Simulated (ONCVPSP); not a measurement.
# Before and after: ONCV potential for nitrogen

```
Element                 : N (Z = 7)
Generator               : ONCVPSP 4.0.1
Type                    : optimised norm-conserving Vanderbilt (ONCV)
Functional              : PBE
Relativity              : non-relativistic
Frozen core             : [He]
Valence charge          : 5
Reference configuration : 2s2 2p3
Partial waves           : 2s: rc 1.10 bohr, ncon 4, nbas 8, qcut 6.5 1/bohr, 1 projector; 2p: rc 1.25 bohr, ncon 4, nbas 7, qcut 6.3 1/bohr, 2 projectors, debl 3.6 Ha; d scattering state at 0.15 Ha: rc 1.05 bohr, ncon 3, nbas 7, qcut 9.3 1/bohr, 2 projectors, debl 1.2 Ha
Local potential         : polynomial inside 0.70 bohr (lpopt 3, dvloc0 2 Ha)
Core correction         : Teter function fitted to the true core (icmod 2), fcfact 0.15
```

All-electron outer shells of the reference configuration (PBE, non-relativistic, ld1.x):

```
shell  level (eV)  outermost node (bohr)  outermost maximum (bohr)
   1s     -384.48                      –                      0.15
   2s      -18.56                   0.32                      1.02
   2p       -7.10                      –                      0.98
```

Change: s: nbas 9.

Cutoffs: the cutoffs (Ha) at which the residual kinetic energy of the hardest occupied pseudo-wave falls to 1 and 0.1 mHa per electron; they do not see the model core or the augmentation charge, which bear on the density cutoff. Errors are all-electron minus pseudo energies relative to the spin-unpolarised reference configuration.

**Question.** What does the change do?

**Answer.** The potential gets harder (73 Ha and 124 Ha → 73 Ha and 161 Ha); the errors of the 4 common tests hardly move; neither file shows a bound ghost.

```csv
quantity,base,changed
"cutoff, loose",73 Ha,73 Ha
"cutoff, tight",124 Ha,161 Ha
loose cutoff by channel,"s 23 Ha, p 73 Ha","s 22 Ha, p 73 Ha"
bound ghosts,none,none
GHOST(+) flags under 300 eV,none,none
"error for 2s2 2p2, meV [ΔE 13.60 eV]",+19,+19
"error for 2s2 2p1, meV [ΔE 42.46 eV]",+170,+173
"error for 2s2 2p0, meV [ΔE 89.54 eV]",+756,+770
"error for 2s1 2p4, meV [ΔE 11.48 eV]",+13,+13
s: phases at 1.12 bohr within 0.05 rad from the reference energy up to (Ha; the scan ends near 5),3.9,3.8
p: phases at 1.27 bohr within 0.05 rad from the reference energy up to (Ha; the scan ends near 5),to the end of the scan,to the end of the scan
d: phases at 1.06 bohr within 0.05 rad from the reference energy up to (Ha; the scan ends near 5),to the end of the scan,to the end of the scan
"rms error of d²Exc/dni dnj with the model core, mHa",1.85,1.86
```
